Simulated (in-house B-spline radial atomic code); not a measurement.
# Mo⁴⁺: [Kr] 4d2

Level of theory: Dirac-Kohn-Sham PBEsol, spherical fractional occupations, Fermi nucleus of rms radius 4.4091 fm; calculated with a radial B-spline atomic code at the basis-set limit.

Z_r = [3n² - l(l+1)]/(2<r>); Z_e = n√(-2ε); the last column is Slater's effective charge. Values are occupation-weighted means over j. An effective charge above Z reflects the relativistic contraction of the inner shells.

```tsv
shell	electrons	ε (eV)	<r> (bohr)	Z_r	Z_e	Slater
1s	2	-19849	0.03518	42.64	38.20	41.70
2s	2	-2845.3	0.1535	39.10	28.92	37.85
2p	6	-2551	0.1338	37.36	27.39	37.85
3s	2	-524.46	0.4289	31.48	18.63	30.75
3p	6	-427.8	0.4304	29.04	16.82	30.75
3d	10	-269.65	0.4151	25.30	13.36	20.85
4s	2	-111.19	1.087	22.07	11.43	14.25
4p	6	-84.639	1.193	19.28	9.98	14.25
4d	2	-46.264	1.516	13.86	7.38	5.65
```

The least bound orbital is 4d5/2 at -46.13 eV, and it is also the most diffuse (<r> = 1.52 bohr).

Spin-orbit splittings of the orbital energies (j = l + 1/2 above j = l - 1/2 when positive): 2p 106.4 eV, 3p 17.55 eV, 3d 3.327 eV, 4p 2.682 eV, 4d 0.3269 eV.

For the 1s electron the small component carries 2.34 % of the norm, the zero-frequency Breit interaction raises the level by 38.68 eV, self-energy by 21.15 eV, and vacuum polarisation lowers it by 2.443 eV.
